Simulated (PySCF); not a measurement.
3-methylbut-1-ene (C5H10), SMILES C=CC(C)C.

The structure is a stationary point at PBE0-D3(BJ)/def2-SVP. One conformer was computed; it need not be the lowest.

Calculation: PySCF with PBE/def2-TZVP.

Gas-phase values at a fixed geometry.

```yaml
total_energy: -196.31665 hartree
highest_occupied_level: -6.22 eV
lowest_empty_level: -0.65 eV
orbital_gap: 5.56 eV
dipole_moment: 0.47 D
quadrupole, principal values (traceless, Buckingham form, about the centre of nuclear charge): -2.41, 0.89, 1.52 D·Å
mean_static_polarisability: 63.9 bohr³ (9.47 Å³)
polarisability_principal_values: 51.7, 62.7, 77.3 bohr³
```
